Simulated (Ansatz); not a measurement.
A series at Ta: from `[NH]=[Ta]([OH])([OH])[OH]`, ligands are replaced one by one, each step taking up NH₃ and setting free H₂O; n counts the steps. Ansatz, PBE0-D4/def2-TZVP geometries. Each molecule was computed in one conformer, which needn't be the lowest.

```tsv
n	molecule	zero-point energy, PBE0-D4/def2-TZVP (kJ/mol)
0	`[NH]=[Ta]([OH])([OH])[OH]`	136.8
1	`[NH]=[Ta]([NH2])([OH])[OH]`	171.3
2	`[NH]=[Ta]([NH2])([NH2])[OH]`	201.7
3	`[NH]=[Ta]([NH2])([NH2])[NH2]`	?
```

**Question.** By hand: fit a straight line y = ȳ + b (n − n̄) to the 3 given rows and predict n = 3.

**Answer.** n̄ = 1.000, ȳ = 169.93; Σ(n − n̄)(y − ȳ) = 64.90, Σ(n − n̄)² = 2.000, so b = 32.45 kJ/mol a step. Prediction: 169.93 + (32.45) × (2.000) = 234.8 kJ/mol.

**Question.** By hand: compare with the computed value, 232.5 kJ/mol, and give the steps along the whole series.

**Answer.** The line misses by -2.3 kJ/mol (computed minus predicted). Steps: 34.5, 30.4, 30.8 kJ/mol.

The steps differ by at most 4.1 kJ/mol, 13 % of a mean step, so the ligands' effects nearly add and a line is close. The miss is 2.4 % of the series' range.
